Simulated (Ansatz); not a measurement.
(1) Predict a relaxed structure of the cluster RuPt₃⁻ (the lowest doublet isomer of a short search), charge -1, doublet, at r2SCAN-D4/def2-SVPD (Ansatz).

## Answers

(1) 
Cartesian coordinates in Å:
```
Pt -0.3751 1.9576 0.9907
Pt 0.1789 -1.8867 -1.1611
Pt 0.5274 -0.5331 1.0909
Ru -0.3312 0.4622 -0.9204
```
Point group Cs (tolerance 0.1 Å). This is one stationary point.

In the def2 sets Pt, Ru take a core potential; there is no spin–orbit coupling. The charge -1 doublet is spin-contaminated (final ⟨S²⟩ up to 2.27, 0.75 for a pure state). At r2SCAN-D4/def2-SVPD a quartet of charge -1 lies 0.48 eV below the doublet, each at its own geometry. The structure comes from a short search, and lower isomers may exist.
